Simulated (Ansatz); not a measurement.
Ansatz (a program for electronic structure) input (HF/6-31G*):

Ansatz 0.2 input:
```yaml
crystal:
  periodic: [false, false, false]
  atoms:
    - {symbol: F, position_ang: [-0.00000000, -0.00000000, -1.09370523]}
    - {symbol: S, position_ang: [0.00000000, 0.00000000, 0.61520919]}
basis:
  gaussian:
    orbitals: 6-31G*
hamiltonian:
  xc: {name: HF}
total_charge: -1
phonons: {temperatures: {t_min: 298.15, t_max: 298.15, t_step: 100}}
```

### Question
Which harmonic wavenumbers does it give?

### Answer
732 cm⁻¹ (unscaled; negative means imaginary).
